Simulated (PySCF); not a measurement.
A geometry optimisation, step by step.

Species: C₂H₂B₂Cl₂F₂.
Bonds: C1–C2 (double), C2–B3, B3–F4, B3–F5, C2–B6, B6–Cl7, B6–Cl8. Hydrogens: H9, H10 on C1.

Method: PBE0-D3(BJ)/def2-SVP geometry optimisation, gas phase in PySCF; density fitting, grid level 1; the optimiser is geomeTRIC in internal coordinates, started from a GFN2-xTB structure with every atom displaced at random (about 0.01 Å). The frame can shift and turn from step to step; on so coarse a grid that alone can change the energy by a few meV, and forces under 0.02 eV/Å are noise.

Step 0: E = -33911.5324 eV, largest atomic force 2.564 eV/Å
```
atom  x, y, z in Å  |  force x, y, z in eV/Å
C1     -0.495   -1.360   -0.037   -1.367   2.169  -0.019
C2     -0.023   -0.090   -0.008    0.133   0.074   0.004
B3      1.520    0.070    0.088    1.354  -0.466   0.149
F4      2.364   -0.967    0.260   -0.936   0.184  -0.085
F5      2.177    1.210   -0.012   -0.389   0.272  -0.083
B6     -0.988    1.160   -0.063    1.181  -1.145   0.183
Cl7    -2.579    0.964   -0.644   -1.357  -0.079  -0.447
Cl8    -0.472    2.708    0.471    0.215   0.745   0.257
H9     -1.578   -1.515   -0.097   -0.021  -0.223  -0.067
H10     0.124   -2.201    0.020    1.186  -1.531   0.109
```

Step 1: E = -33911.6474 eV, largest atomic force 0.645 eV/Å
```
atom  x, y, z in Å  |  force x, y, z in eV/Å
C1     -0.566   -1.261    0.013    0.260  -0.464   0.077
C2      0.002   -0.036    0.025    0.112   0.049   0.074
B3      1.566   -0.046    0.035   -0.474   0.044  -0.435
F4      2.164   -1.223    0.028    0.460  -0.023   0.177
F5      2.312    1.029   -0.095    0.041  -0.047   0.160
B6     -0.904    1.219   -0.008   -0.518   0.080  -0.164
Cl7    -2.592    1.087   -0.574    0.478   0.100   0.192
Cl8    -0.358    2.795    0.519    0.012  -0.110  -0.034
H9     -1.648   -1.414   -0.044   -0.082   0.057  -0.001
H10     0.061   -2.172    0.074   -0.290   0.314  -0.046
```

Step 2: E = -33911.6669 eV, largest atomic force 0.386 eV/Å
```
atom  x, y, z in Å  |  force x, y, z in eV/Å
C1     -0.607   -1.292    0.011    0.221  -0.052   0.042
C2      0.005   -0.086    0.015    0.019  -0.295  -0.054
B3      1.569   -0.045    0.023    0.051   0.114  -0.165
F4      2.331   -1.127    0.057   -0.315  -0.195   0.108
F5      2.225    1.089   -0.086    0.071   0.189   0.020
B6     -0.888    1.181   -0.018   -0.246   0.240  -0.066
Cl7    -2.575    1.125   -0.562    0.295  -0.064   0.102
Cl8    -0.289    2.736    0.506   -0.014   0.047   0.026
H9     -1.698   -1.374   -0.042   -0.012  -0.059   0.005
H10    -0.036   -2.229    0.070   -0.069   0.074  -0.018
```

Step 3: E = -33911.6884 eV, largest atomic force 0.380 eV/Å
```
atom  x, y, z in Å  |  force x, y, z in eV/Å
C1     -0.590   -1.282    0.004    0.031   0.042  -0.016
C2      0.003   -0.066   -0.009    0.003  -0.036  -0.188
B3      1.564   -0.048   -0.011   -0.062   0.029   0.374
F4      2.242   -1.179    0.107    0.035   0.036  -0.089
F5      2.270    1.061   -0.088    0.021  -0.033  -0.128
B6     -0.889    1.208   -0.026   -0.170  -0.034   0.018
Cl7    -2.579    1.113   -0.527    0.109   0.023   0.027
Cl8    -0.302    2.766    0.502    0.032  -0.014  -0.023
H9     -1.680   -1.390   -0.029   -0.002  -0.017   0.028
H10    -0.002   -2.206    0.051    0.001   0.004  -0.003
```

Step 4: E = -33911.6949 eV, largest atomic force 0.066 eV/Å
```
atom  x, y, z in Å  |  force x, y, z in eV/Å
C1     -0.584   -1.288    0.003   -0.009   0.041  -0.003
C2     -0.002   -0.068   -0.010   -0.064   0.011  -0.009
B3      1.558   -0.040    0.013   -0.004   0.010  -0.051
F4      2.240   -1.170    0.116    0.038   0.026   0.043
F5      2.263    1.065   -0.111   -0.015  -0.052   0.001
B6     -0.897    1.205   -0.026   -0.051  -0.018   0.003
Cl7    -2.582    1.130   -0.533    0.045  -0.038   0.011
Cl8    -0.297    2.759    0.497    0.037   0.028   0.009
H9     -1.673   -1.411   -0.026    0.003   0.018  -0.014
H10     0.012   -2.205    0.051    0.021  -0.025   0.012
```

Step 5: E = -33911.6968 eV, largest atomic force 0.058 eV/Å
```
atom  x, y, z in Å  |  force x, y, z in eV/Å
C1     -0.586   -1.286    0.002   -0.019   0.002  -0.015
C2     -0.003   -0.068   -0.013    0.047   0.006   0.027
B3      1.557   -0.040    0.015    0.021   0.006  -0.054
F4      2.248   -1.161    0.143   -0.021   0.009   0.044
F5      2.260    1.064   -0.132   -0.016  -0.008  -0.001
B6     -0.896    1.205   -0.027   -0.019  -0.022   0.003
Cl7    -2.580    1.111   -0.526   -0.016   0.029   0.001
Cl8    -0.295    2.762    0.493    0.004  -0.008  -0.010
H9     -1.675   -1.404   -0.034    0.007  -0.007  -0.003
H10     0.007   -2.205    0.054    0.013  -0.007   0.008
```

Step 6: E = -33911.6988 eV, largest atomic force 0.078 eV/Å
```
atom  x, y, z in Å  |  force x, y, z in eV/Å
C1     -0.583   -1.290   -0.002   -0.016  -0.061  -0.041
C2     -0.007   -0.069   -0.021    0.072  -0.003   0.029
B3      1.552   -0.036    0.015    0.038   0.018   0.041
F4      2.249   -1.142    0.216   -0.061  -0.007  -0.009
F5      2.252    1.061   -0.179   -0.004   0.028  -0.024
B6     -0.902    1.202   -0.032    0.064   0.015   0.006
Cl7    -2.589    1.115   -0.509   -0.057   0.011  -0.013
Cl8    -0.283    2.757    0.476   -0.021  -0.007  -0.010
H9     -1.670   -1.415   -0.050   -0.002  -0.010   0.018
H10     0.018   -2.205    0.060   -0.012   0.016   0.002
```

Step 7: E = -33911.6994 eV, largest atomic force 0.044 eV/Å
```
atom  x, y, z in Å  |  force x, y, z in eV/Å
C1     -0.581   -1.292   -0.004    0.017  -0.014  -0.011
C2     -0.005   -0.070   -0.019   -0.003   0.014   0.015
B3      1.553   -0.030    0.018    0.006  -0.025   0.015
F4      2.246   -1.138    0.226   -0.001   0.007  -0.005
F5      2.252    1.065   -0.186   -0.006   0.002  -0.005
B6     -0.902    1.199   -0.033    0.043   0.007   0.009
Cl7    -2.590    1.110   -0.509   -0.039   0.009  -0.010
Cl8    -0.285    2.757    0.471   -0.016  -0.003  -0.009
H9     -1.669   -1.416   -0.049    0.004  -0.005   0.002
H10     0.018   -2.207    0.058   -0.003   0.008  -0.001
```

Step 8: E = -33911.6995 eV, largest atomic force 0.021 eV/Å
```
atom  x, y, z in Å  |  force x, y, z in eV/Å
C1     -0.577   -1.293   -0.004   -0.001   0.016   0.003
C2     -0.005   -0.068   -0.015   -0.018  -0.008   0.009
B3      1.553   -0.030    0.022   -0.006   0.000  -0.009
F4      2.244   -1.138    0.228    0.009   0.005   0.005
F5      2.251    1.065   -0.185    0.003   0.004   0.006
B6     -0.905    1.200   -0.034    0.012  -0.006   0.001
Cl7    -2.595    1.109   -0.510    0.002  -0.005   0.000
Cl8    -0.293    2.761    0.465   -0.003  -0.006  -0.006
H9     -1.664   -1.423   -0.049   -0.001   0.000  -0.007
H10     0.027   -2.205    0.057    0.002   0.000  -0.001
```

Question: Summarise the path.

Answer: The energy falls by 16.12 kJ/mol from step 0 to step 8; nine tenths of that is first reached at step 3. It falls at every step. The largest force goes from 2.564 to 0.021 eV/Å. Among the bonds B6–Cl7 changes most, from 1.705 to 1.758 Å; the atoms move by 0.049 Å rms after alignment.

Question: Follow the three bonds and two angles with the largest change from start to end.

Answer: 
```csv
step,E above end (kJ/mol),largest force (eV/Å),B6–Cl7 (Å),C1–H10 (Å),B6–Cl8 (Å),F4–B3–F5 (°),C2–C1–H9 (°)
0,16.12,2.564,1.705,1.047,1.717,111.2,118.6
1,5.02,0.645,1.785,1.108,1.749,118.2,122.9
2,3.15,0.386,1.773,1.099,1.747,114.8,121.1
3,1.07,0.380,1.765,1.096,1.747,116.7,121.6
4,0.45,0.066,1.761,1.095,1.747,116.6,122.0
5,0.26,0.058,1.758,1.095,1.748,116.2,121.7
6,0.07,0.078,1.755,1.096,1.749,116.1,121.7
7,0.01,0.044,1.756,1.096,1.749,116.3,121.7
8,0.00,0.021,1.758,1.096,1.749,116.4,121.8
```

The cost below is that of the whole optimisation. Time: 61 s wall; peak memory 0.60 GiB. Hardware: Arm Neoverse V1, one thread, shared host.
